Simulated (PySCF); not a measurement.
C₃H₂O, SMILES O=c1cc1. Geometry: B3LYP-D3(BJ)/def2-SVP.

TDDFT-PBE/def2-SVPD (PySCF) puts the lowest singlet excitations at 3.42, 5.37, 5.76, 5.99, 6.46, 6.49 eV.

Task: What are the lowest excitation roots from PySCF with ADC(2)/aug-cc-pVDZ? (An estimate is asked for; the answer gives what the named calculation found.)

Result: 3.87, 5.48, 5.58, 6.20, 6.23, 6.41 eV. S1 differs by 0.45 eV (second minus first; roots are paired by order, and the bases may differ).
